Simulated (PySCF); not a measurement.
Species: (GeH3)2PPF2, F2Ge2H6P2.
Numbering: `[F:1][P:2]([F:3])[P:4]([GeH3:5])[GeH3:6]` (hydrogens: H7, H8, H9 on Ge5; H10, H11, H12 on Ge6)

Computed by this run: PBE0-D3(BJ)/def2-SVP geometry optimisation, gas phase in PySCF 2.14.0; density fitting, grid level 1; the optimiser is geomeTRIC in internal coordinates, started from a GFN2-xTB structure.

Step 0: E = -137096.3637 eV
```
atom  x, y, z in Å  |  force x, y, z in eV/Å
F1      2.4973   -1.3868    1.2903    0.115   0.353   0.120
P2      0.8833   -1.3523    1.2018    0.504  -0.770   0.565
F3      0.7505   -2.9106    0.7904   -0.383  -0.083  -0.005
P4      0.7078   -0.5001   -0.7917   -0.010   0.157  -0.419
Ge5    -1.5933   -0.6224   -0.5832   -0.066   0.017  -0.209
Ge6     0.9193    1.6036    0.1472    0.049   0.127  -0.172
H7     -2.2565    0.2188   -1.6324   -0.148   0.489  -0.563
H8     -2.1440   -0.1845    0.7459   -0.028   0.247   0.714
H9     -2.0399   -2.0364   -0.8011   -0.055  -0.752  -0.129
H10     0.1230    1.8319    1.4021   -0.460  -0.127   0.590
H11     0.5028    2.6572   -0.8348   -0.273   0.375  -0.604
H12     2.3570    1.8575    0.4867    0.755  -0.033   0.110
```

Step 1: E = -137096.5668 eV
```
atom  x, y, z in Å  |  force x, y, z in eV/Å
F1      2.5870   -1.4229    1.2961   -0.107  -0.078   0.004
P2      0.9693   -1.4746    1.3010    0.015   0.007  -0.100
F3      0.7486   -2.9967    0.7949    0.067   0.109   0.035
P4      0.6872   -0.5038   -0.6950    0.007   0.008  -0.020
Ge5    -1.6453   -0.5994   -0.6002   -0.086  -0.020   0.086
Ge6     0.9027    1.6666    0.1428   -0.005   0.058   0.110
H7     -2.2034    0.3409   -1.6966    0.081  -0.124   0.155
H8     -2.1409   -0.1430    0.8020    0.006  -0.085  -0.219
H9     -2.0632   -2.0659   -0.8661    0.018   0.212   0.020
H10     0.0588    1.8274    1.4396    0.146   0.038  -0.177
H11     0.4036    2.6496   -0.9445    0.064  -0.140   0.149
H12     2.4028    1.8980    0.4474   -0.207   0.015  -0.044
```

Problem. Estimate the geometry and energy of step 2. (The exact step hangs on the optimiser's Hessian estimate; all steps are aligned on step 1, rigid shifts and turns removed.)

Solution. E = -137096.5811 eV, largest force 0.065 eV/Å
```
atom  x, y, z in Å  |  force x, y, z in eV/Å
F1      2.5803   -1.4448    1.3025   -0.030  -0.015   0.016
P2      0.9642   -1.4705    1.3011    0.023   0.010  -0.060
F3      0.7419   -2.9899    0.7960   -0.002   0.013   0.015
P4      0.6911   -0.5014   -0.6929    0.008   0.006   0.015
Ge5    -1.6398   -0.6046   -0.5945    0.032  -0.004   0.035
Ge6     0.9050    1.6678    0.1453   -0.020  -0.041   0.020
H7     -2.1876    0.3399   -1.6739    0.004   0.020  -0.009
H8     -2.1577   -0.1718    0.7919   -0.016  -0.014  -0.003
H9     -2.0627   -2.0519   -0.8834   -0.008  -0.003  -0.015
H10     0.0850    1.8514    1.4380    0.014   0.014   0.007
H11     0.3945    2.6306   -0.9363   -0.013   0.002  -0.014
H12     2.3930    1.9211    0.4275    0.008   0.012  -0.005
```

The energy changes by -0.0144 eV. The first-order estimate −F·Δx gives -0.0270 eV and the mean of the old and new forces, exact on a quadratic surface, -0.0149 eV. The step makes an angle of 55° with the force vector and moves no atom by more than 0.036 Å.

What follows is the cost of the whole optimisation. Time: 4.8 min of wall time. Hardware: Arm Neoverse V1, one thread, shared host.
